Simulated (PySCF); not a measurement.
SnCl₃, SMILES [Cl][Sn+]([Cl])[Cl], charge +1. Atoms are numbered in the order given.

```xyz
4

Sn     0.0000     0.0000     0.0000
Cl     2.2610     0.0000     0.0000
Cl    -1.1305    -1.9580     0.0000
Cl    -1.1305     1.9580     0.0000
```
Charge +1, spin multiplicity 1.

Geometry optimised at PBE0-D3(BJ)/def2-SVP. The multiplicity is an assumed one; other spin states were not compared. The isomer is the one that the SMILES or the coordinates give; other isomers of the formula were not compared. The def2 effective core potentials stand for the cores of Sn; spin–orbit coupling is left out.

The numbers are results of PBE0/def2-TZVPD run with PySCF, not measurements.

Mulliken values depend strongly on the basis, most of all with diffuse functions as here. ESP charges are fitted to the potential on shells at 1.4 to 2.0 van der Waals radii. Atomic charges (e):

```csv
atom,Mulliken,ESP fit
Sn1,1.49,[?]
Cl2,-0.16,[?]
Cl3,-0.16,[?]
Cl4,-0.16,[?]
```

Some entries are withheld; supply them. (Estimate from the structure and the level; the computed values follow.)


- Sn1, ESP fit: 0.61
- Cl2, ESP fit: 0.13
- Cl3, ESP fit: 0.13
- Cl4, ESP fit: 0.13
